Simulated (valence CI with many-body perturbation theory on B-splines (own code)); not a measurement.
Energy levels of Lu30+

Method: relativistic CI+MBPT: five valence electrons over a frozen Dirac-Fock core [Kr], radial functions for each j: 7 s, 7 p, 8 d, 6 f, 4 g, 1 h, with the one-electron correlation potential Σ1, the two-electron term Σ2, the three-electron term Σ3, Breit, model QED; selected CI, second order for the rest (own B-spline code, finite nucleus).

No measured spectrum was set against this ion. As an estimate, large intervals hold to a few tenths of a per cent, small ones and those within an open d or f shell to about a per cent. Only levels of the ground parity were solved; by the run's estimate the other parity begins above the list, which can be wrong where configurations are misplaced.

Levels 1 to 37 of 37, with energies above the lowest level, (4d3/2^4 4d5/2) J=5/2. "Leading %" is the weight of the configuration and term that name the level; weights of strongly mixed levels are sums over their largest components and can fall short. In the jj column 3d3/2^4 stands for four electrons in 3d with j = 3/2. Lifetimes count E1, E2, E3, M1 and M2 decay at the calculated energies, and are blank where another channel may lead or the interval is too uncertain; long ones can be off by a factor of two.

```tsv
No.	Configuration	Term	J	E (cm⁻¹)	Leading %	Second component	Lifetime	Leading jj
1	4d⁵	⁴P	5/2	0	29	21 % 4d⁵ ⁶S		4d3/2^4 4d5/2 (87 %)
2	4d⁵	⁶S	5/2	77266	39	23 % 4d⁵ ²F	56.3 μs	4d3/2^3 4d5/2^2 (80 %)
3	4d⁵	⁴G	7/2	112160	37	22 % 4d⁵ ⁴D	97.0 μs	4d3/2^3 4d5/2^2 (98 %)
4	4d⁵	⁴D	3/2	115670	42	31 % 4d⁵ ⁴P	35.9 μs	4d3/2^3 4d5/2^2 (97 %)
5	4d⁵	⁴G	11/2	119240	40	39 % 4d⁵ ²H		4d3/2^3 4d5/2^2 (96 %)
6	4d⁵	⁴G	9/2	129800	38	24 % 4d⁵ ²G	11.8 ms	4d3/2^3 4d5/2^2 (92 %)
7	4d⁵	⁴D	5/2	136160	35	21 % 4d⁵ ²D	306 μs	4d3/2^3 4d5/2^2 (85 %)
8	4d⁵	⁴P	1/2	141980	49	23 % 4d⁵ ²S	1.84 ms	4d3/2^3 4d5/2^2 (83 %)
9	4d⁵	²F	7/2	151860	38	29 % 4d⁵ ²G	966 μs	4d3/2^3 4d5/2^2 (94 %)
10	4d⁵	²D	3/2	188710	54	25 % 4d⁵ ⁴F	180 μs	4d3/2^3 4d5/2^2 (76 %)
11	4d⁵	²D	5/2	189500	32	23 % 4d⁵ ⁶S	20.5 μs	4d3/2^2 4d5/2^3 (78 %)
12	4d⁵	⁴D	7/2	209060	52	38 % 4d⁵ ⁴G	41.1 μs	4d3/2^2 4d5/2^3 (97 %)
13	4d⁵	²I	11/2	214010	52	45 % 4d⁵ ⁴G	58.9 μs	4d3/2^2 4d5/2^3 (97 %)
14	4d⁵	⁴G	9/2	218930	54	39 % 4d⁵ ²G	60.4 μs	4d3/2^2 4d5/2^3 (92 %)
15	4d⁵	⁴D	1/2	225150	75	13 % 4d⁵ ²S	32.8 μs	4d3/2^2 4d5/2^3 (95 %)
16	4d⁵	²I	13/2	230610	100		278 μs	4d3/2^2 4d5/2^3 (100 %)
17	4d⁵	⁴P	3/2	231930	53	33 % 4d⁵ ⁴F	18.8 μs	4d3/2^2 4d5/2^3 (94 %)
18	4d⁵	²F	5/2	235850	41	28 % 4d⁵ ⁴D	36.2 μs	4d3/2^2 4d5/2^3 (93 %)
19	4d⁵	²H	9/2	253360	52	47 % 4d⁵ ⁴F	26.4 μs	4d3/2^2 4d5/2^3 (99 %)
20	4d⁵	²G	7/2	258310	61	34 % 4d⁵ ²F	99.9 μs	4d3/2^2 4d5/2^3 (98 %)
21	4d⁵	⁴F	5/2	261990	61	24 % 4d⁵ ²D	27.3 μs	4d3/2^2 4d5/2^3 (96 %)
22	4d⁵	²D	3/2	267610	88	6 % 4d⁵ ⁴D	66.5 μs	4d3/2^2 4d5/2^3 (77 %)
23	4d⁵	⁴P	1/2	279970	35	34 % 4d⁵ ²S	30.9 μs	4d3/2^2 4d5/2^3 (72 %)
24	4d⁵	²G	7/2	281480	42	39 % 4d⁵ ²F	45.1 μs	4d3/2^2 4d5/2^3 (91 %)
25	4d⁵	²G	9/2	303450	72	15 % 4d⁵ ²H	76.2 μs	4d3/2^2 4d5/2^3 (92 %)
26	4d⁵	⁴P	5/2	319030	35	24 % 4d⁵ ²F	11.4 μs	4d3/2 4d5/2^4 (88 %)
27	4d⁵	⁴F	7/2	343980	31	30 % 4d⁵ ²F	16.7 μs	4d3/2 4d5/2^4 (98 %)
28	4d⁵	²P	3/2	344350	65	32 % 4d⁵ ²D	59.2 μs	4d3/2^2 4d5/2^3 (89 %)
29	4d⁵	²D	5/2	349950	68	21 % 4d⁵ ²F	28.6 μs	4d3/2^2 4d5/2^3 (73 %)
30	4d⁵	²H	11/2	352110	58	26 % 4d⁵ ²I	19.6 μs	4d3/2 4d5/2^4 (98 %)
31	4d⁵	²D	3/2	354340	28	25 % 4d⁵ ⁴D	13.4 μs	4d3/2 4d5/2^4 (87 %)
32	4d⁵	²G	9/2	371570	63	15 % 4d⁵ ²H	24.1 μs	4d3/2 4d5/2^4 (90 %)
33	4d⁵	²D	5/2	383380	66	22 % 4d⁵ ²F	21.0 μs	4d3/2 4d5/2^4 (74 %)
34	4d⁵	²G	7/2	391370	60	31 % 4d⁵ ²F	23.4 μs	4d3/2 4d5/2^4 (93 %)
35	4d⁵	²P	1/2	415940	62	29 % 4d⁵ ²S	21.8 μs	4d3/2 4d5/2^4 (82 %)
36	4d⁵	²D	3/2	458010	76	18 % 4d⁵ ²P	14.6 μs	4d3/2 4d5/2^4 (91 %)
37	4d⁵	²D	5/2	482330	50	20 % 4d⁵ ²F	8.65 μs	4d5/2^5 (86 %)
```

The ionisation energy to 4d⁴ ³P0 of the next ion comes out as 1179.2 eV (NIST: 1178 ± 4 eV (theoretical)). All 37 levels together are meant to be complete up to 501910 cm⁻¹.
